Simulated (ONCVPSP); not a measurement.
**carbon: one change to an ONCV potential, before and after**

carbon, optimised norm-conserving Vanderbilt (ONCV), made with ONCVPSP 4.0.1 (PBEsol, scalar-relativistic). Core [He], reference 2s1 (charge +3). Waves: 2s: rc 1.00 bohr, ncon 4, nbas 8, qcut 5.5 1/bohr, 2 projectors, debl 2.5 Ha; p scattering state at 0.25 Ha: rc 1.05 bohr, ncon 3, nbas 6, qcut 6.4 1/bohr, 3 projectors, debl 3.2 Ha. Local part: polynomial inside 0.75 bohr (lpopt 5, dvloc0 0 Ha). Core correction: Teter function fitted to the true core (icmod 2), fcfact 0.55.

In the p channel the program set the typed energies aside and used 0.050, 3.250, 6.450 Ha.

Change: p: debl 0.55. In the p channel the program set the typed energies aside and used 0.050, 0.600, 1.150 Ha.

Cutoffs: the cutoffs (Ha) at which the residual kinetic energy of the hardest occupied pseudo-wave falls to 1 and 0.1 mHa per electron; they do not see the model core or the augmentation charge, which bear on the density cutoff. Errors are all-electron minus pseudo energies relative to the spin-unpolarised reference configuration.

Question: How do hardness, ghosts and transferability respond?

Answer: The potential gets neither clearly harder nor softer (45 Ha and 155 Ha → 45 Ha and 155 Ha); a bound ghost appears in p, which as a rule spoils a file; the errors of the 4 common tests hardly move.

| quantity | base | changed |
| --- | --- | --- |
| cutoff, loose | 45 Ha | 45 Ha |
| cutoff, tight | 155 Ha | 155 Ha |
| bound ghosts | none | p |
| GHOST(+) flags under 300 eV | none | none |
| error for 2s2 2p2, meV [ΔE -82.77 eV] | +335 | +340 |
| error for 2s2 2p1, meV [ΔE -71.98 eV] | +225 | +224 |
| error for 2s2, meV [ΔE -47.96 eV] | +51 | +51 |
| error for 2s1 2p2, meV [ΔE -63.27 eV] | +343 | +365 |
| s: phases at 1.01 bohr within 0.05 rad from the reference energy up to (Ha; the scan ends near 5) | to the end of the scan | to the end of the scan |
| p: phases at 1.06 bohr within 0.05 rad from the reference energy up to (Ha; the scan ends near 5) | to the end of the scan | to the end of the scan |
| rms error of d²Exc/dni dnj with the model core, mHa | 5.44 | 5.44 |

 A true bound ghost makes a file unfit for plane-wave use even where its test errors are small: the radial tests pick states by their node count and pass the ghost by.
